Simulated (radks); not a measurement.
Values are calculated unless marked as measured or tabulated.
All-electron atom: Tm12+ in [Kr] 4d10 4f9 5s2. Code: a radial shooting solver on a logarithmic mesh with Libxc functionals. Model: Dirac Kohn-Sham, BLYP, spin-unpolarised, spherical densities, finite nucleus; open shells fill j = l - 1/2 first; Fermi nuclear charge, rms radius 5.2256 fm.

Unscreened Slater integrals over Kohn-Sham orbitals (cm^-1). Large and small components are both included.

integral          value
F0(4f7/2,4f7/2)  320260
F2(4f7/2,4f7/2)  158980
F4(4f7/2,4f7/2)  101190
F6(4f7/2,4f7/2)   73221
F0(4f7/2,4f5/2)  321660
F2(4f7/2,4f5/2)  159600
F4(4f7/2,4f5/2)  101570
G2(4f7/2,4f5/2)  159080
G4(4f7/2,4f5/2)  101250
G6(4f7/2,4f5/2)   73268
F0(4f7/2,5s1/2)  219200
G3(4f7/2,5s1/2)   34124
F0(4f7/2,4d5/2)  333790
F2(4f7/2,4d5/2)  164920
F4(4f7/2,4d5/2)  106470
G1(4f7/2,4d5/2)  191470
G3(4f7/2,4d5/2)  122730
G5(4f7/2,4d5/2)   87475
F0(4f5/2,4f5/2)  323090
F2(4f5/2,4f5/2)  160250
F4(4f5/2,4f5/2)  101970
F0(4f5/2,5s1/2)  219600
G3(4f5/2,5s1/2)   33607
F0(4f5/2,4d5/2)  335320
F2(4f5/2,4d5/2)  165540
F4(4f5/2,4d5/2)  106830
G1(4f5/2,4d5/2)  191570
G3(4f5/2,4d5/2)  122850
G5(4f5/2,4d5/2)   87573
F0(5s1/2,5s1/2)  185920
F0(5s1/2,4d5/2)  224030
G2(5s1/2,4d5/2)   25960
F0(4d5/2,4d5/2)  351790
F2(4d5/2,4d5/2)  179260
F4(4d5/2,4d5/2)  120280
